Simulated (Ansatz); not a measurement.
ClFZn, SMILES `[F][Zn][Cl]` from Hartree–Fock to CCSD(T)

Bond lengths: F1–Zn2 1.739 Å, Zn2–Cl3 2.073 Å. Angles: F1–Zn2–Cl3 180.0°.

Charge 0, multiplicity 1. For Zn the d shell is correlated and the shells below it are frozen. Scalar relativity is left out up to krypton. Geometry: relaxed with PBE0-D4/def2-TZVP. Frozen core, restricted reference, Ansatz.

```
     basis      HF (Eh)  MP2 corr.  CCSD corr.  (T)  CCSD(T) total
  def2-SVP  -2336.35526          ?    -0.60555    ?              ?
def2-TZVPP  -2336.89128   -0.93708    -0.90461    ?              ?
def2-QZVPP  -2336.95356   -1.01854    -0.97947    ?              ?
```

(1) Fill in the withheld values. (Best estimate.)

Results:

(1) Computed: def2-SVP MP2 corr.: -0.61381; def2-SVP (T): -0.01193; def2-SVP CCSD(T) total: -2336.97274; def2-TZVPP (T): -0.02874; def2-TZVPP CCSD(T) total: -2337.82463; def2-QZVPP (T): -0.03613; def2-QZVPP CCSD(T) total: -2337.96916.
